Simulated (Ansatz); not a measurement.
Cl2H4O2Si2 can be A, `O[SiH2]O[SiH](Cl)Cl`, or B, `O[Si](O)(Cl)[SiH2]Cl`.

Computed with Ansatz on PBE0-D4/def2-TZVP structures; ΔE is electronic, products minus reactants. CCSD(T)/CBS is the MP2 limit (def2-TZVPP, def2-QZVPP) plus CCSD(T) − MP2 in def2-TZVPP, frozen cores. Functionals use def2-TZVPP. B3LYP here is the variant with VWN-RPA as its local correlation; programs differ in this. Each species was taken in one conformer, which may not be the lowest.

A:

```xyz
10

O     1.703    0.192   -1.439
Si    0.944    1.069   -0.290
O    -0.599    0.537   -0.048
Si   -1.466   -0.715    0.465
Cl   -0.402   -2.443    0.173
Cl   -1.859   -0.538    2.454
H     1.907   -0.725   -1.251
H     1.650    0.983    1.011
H     0.856    2.446   -0.807
H    -2.734   -0.806   -0.269
```

B:

Z-matrix (Å, degrees):
```
Si
O 1 1.625
Cl 1 2.065 2 111.5
O 1 1.634 2 108.6 3 -118.6
Si 1 2.334 2 107.8 3 118.1
H 2 0.960 1 119.0 3 66.7
H 4 0.959 1 117.9 2 162.3
Cl 5 2.066 1 105.7 2 173.3
H 5 1.483 1 112.4 2 55.8
H 5 1.483 1 112.4 2 -68.8
```

Q: Which isomer does CCSD(T)/CBS put lower? Give the gap. (Estimate.)

A: Ansatz gave: A, by 29.1 kcal/mol.

Q: Give E(B) − E(A) in kcal/mol with B2PLYP, PBE-D4, B3LYP-D4, CCSD/def2-TZVPP, CCSD(T)/def2-TZVPP, ωB97M-V, B3LYP. (An estimate is asked.)

A: Ansatz gave: B2PLYP 29.8, PBE-D4 22.4, B3LYP-D4 28.2, CCSD/def2-TZVPP 30.1, CCSD(T)/def2-TZVPP 29.4, ωB97M-V 29.4, B3LYP 28.4. None reverses the order clearly.

Largest T1 diagnostic: 0.011.

From PBE to PBE0 (25 % exact exchange), in def2-TZVPP and without D4, E(B) − E(A) moves by +2.1 kcal/mol. In def2-TZVPP, CCSD(T) changes the Hartree–Fock value by −4.8 kcal/mol (the triples alone add −0.7 kcal/mol) and MP2 by −3.2 kcal/mol.
